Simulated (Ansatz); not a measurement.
Reaction (formal loss of a carbene): `CO[SiH2][SiH2]O` → `[CH2]` (triplet) + `O[SiH2][SiH2]O`

Program: Ansatz. Geometries: PBE0-D4/def2-TZVP. ΔE: electronic, gas phase. CBS: MP2 limit from def2 TZ/QZ plus the TZ coupled-cluster correction, frozen cores. This one scheme is used for every species. Functionals use def2-TZVPP. B3LYP here is the variant with VWN-RPA as its local correlation; programs differ in this. Triplets are unrestricted, without spin–orbit coupling. Each species was taken in one conformer, which may not be the lowest.

| level | ΔE (eV) |
| --- | --- |
| B3LYP-D4 | 3.92 |
| ωB97X-V | 4.08 |
| ωB97M-V | 3.96 |
| CCSD(T)/def2-TZVPP | 3.83 |
| MP2/def2-QZVPP | 3.96 |
| SCS-MP2/def2-QZVPP | 4.04 |
| HF/CBS(def2) | 2.57 |
| CCSD/CBS(def2) | 3.82 |

(1) What does CCSD(T)/CBS give? (Best estimate.)

Largest T1 diagnostic among the species: 0.012.

Answers

(1) Ansatz gave: +3.92 eV. The listed levels differ from it by 0.00, 0.16, 0.04, -0.09, 0.04, 0.12, -1.35, -0.10 eV.

The D4 term adds +0.08 eV with B3LYP and +0.04 eV with PBE0; it sums over pairs of atoms, weighted by their polarisabilities, and B3LYP, whose exchange is more repulsive, gets the larger term. From PBE to PBE0 (25 % exact exchange), in def2-TZVPP and without D4, ΔE moves by −0.09 eV.
